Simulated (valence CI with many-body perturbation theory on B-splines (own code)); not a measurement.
**Questions on Ag³²⁺**

Level of theory: configuration interaction combined with many-body perturbation theory (CI+MBPT): five valence electrons over a frozen Dirac-Fock core [Ne], a basis of 9 s, 9 p, 8 d, 6 f, 3 g, 1 h functions for each j, with the one-electron correlation potential Σ1, the two-electron term Σ2, the three-electron term Σ3, Breit, model QED; selected CI, second order for the rest (own B-spline code, finite nucleus).

The last digits are not significant, and no measured levels were compared; by estimate large intervals hold to a few tenths of a per cent, small ones and those within an open d or f shell to about a per cent. Among the levels kept, up to 600 cm⁻¹ of a level comes from second order outside the variational space, and about a tenth of that is noise between levels of different J, which matters for small intervals.

Levels are named by their leading jj configuration (3d3/2^4 stands for four electrons in 3d with j = 3/2), which in mixed levels can hold well under half, so a name can repeat and another be missing.

Rates and lifetimes use the calculated energies. Strong lines usually hold to 10 to 20 %, long lifetimes can be off by a factor of two.

What is the ground level?

(3s^2 3p1/2^2 3p3/2) J=3/2, composition 39 % 3s2.3p3 2P° + 37 % 3s2.3p3 4S° + 22 % 3s2.3p3 2D°, g = 1.461.

Name the longest-lived excited levels whose lifetime is computed, and their main decay.

(3s^2 3p1/2 3p3/2^2) J=5/2 at 334410 cm⁻¹ lives 10.9 μs, mostly by M1 to (3s^2 3p1/2^2 3p3/2) J=3/2; (3s^2 3p1/2 3p3/2^2) J=1/2 at 401500 cm⁻¹ lives 2.13 μs, mostly by M1 to (3s^2 3p1/2^2 3p3/2) J=3/2; (3s^2 3p1/2 3p3/2^2) J=3/2 at 280530 cm⁻¹ lives 2.11 μs, mostly by M1 to (3s^2 3p1/2^2 3p3/2) J=3/2. The lifetime of (3s^2 3p1/2 3p3/2 3d5/2) J=9/2 is too uncertain to give, and may be longer.

What are the static dipole polarisabilities of the lowest levels?

(3s^2 3p1/2^2 3p3/2) J=3/2 0.0239 (tensor 0.0017); (3s^2 3p1/2 3p3/2^2) J=3/2 0.0257 (tensor 0.00071); (3s^2 3p1/2 3p3/2^2) J=5/2 0.0256; (3s^2 3p1/2 3p3/2^2) J=1/2 0.0253 bohr³, of which the core gives 0.000354.

What is the ionisation energy?

1963.2 eV; NIST lists 1979 ± 8 eV (semi-empirical).

How well does LS coupling describe the low levels?

Among the lowest 20 levels the leading LS term, summed over configurations, holds 53 % on average. For single configurations the figures are 49 % in LS and 77 % in jj coupling. Terms mix most in the J = 3/2 level at 997790 cm⁻¹, where the leading one holds 33 %.

Where does the other parity begin?

At (3s 3p1/2^2 3p3/2^2) J=5/2, 951190 cm⁻¹.

Among levels below 2099700 cm⁻¹, which E1 lines absorb most strongly from the ground level?

to (3s^2 3p1/2 3p3/2 3d3/2) J=3/2 at 6.674 nm, f = 0.271; to (3s^2 3p1/2 3p3/2 3d3/2) J=5/2 at 6.597 nm, f = 0.170; to (3s^2 3p1/2 3p3/2 3d5/2) J=5/2 at 6.898 nm, f = 0.132.
